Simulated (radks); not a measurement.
Results of a calculation; reference values are marked as such.
Lu4+, 67 electrons, occupied as [Xe] 4f13. Code: a radial shooting solver on a logarithmic mesh with Libxc functionals. Model: Dirac Kohn-Sham, LDA (Slater exchange, Perdew-Zunger correlation), spin-unpolarised, spherical densities, finite nucleus; open shells fill j = l - 1/2 first; Fermi nuclear charge, rms radius 5.37 fm.

Spin-orbit splittings of the eigenvalues, e(l+1/2) - e(l-1/2), with zeta = 2 splitting/(2l+1) and mean radii in bohr:

| shell | occ. | splitting (eV) | zeta (eV) | <r> j=l-1/2 | <r> j=l+1/2 |
|---|---|---|---|---|---|
| 2p | 6 | 1116 | 744.1 | 0.06743 | 0.07504 |
| 3p | 6 | 238.0 | 158.6 | 0.2021 | 0.2164 |
| 3d | 10 | 52.00 | 20.80 | 0.1899 | 0.1943 |
| 4p | 6 | 54.54 | 36.36 | 0.4845 | 0.5172 |
| 4d | 10 | 9.991 | 3.996 | 0.5394 | 0.5508 |
| 4f | 13 | 1.615 | 0.4613 | 0.6771 | 0.6882 |
| 5p | 6 | 7.788 | 5.192 | 1.259 | 1.352 |
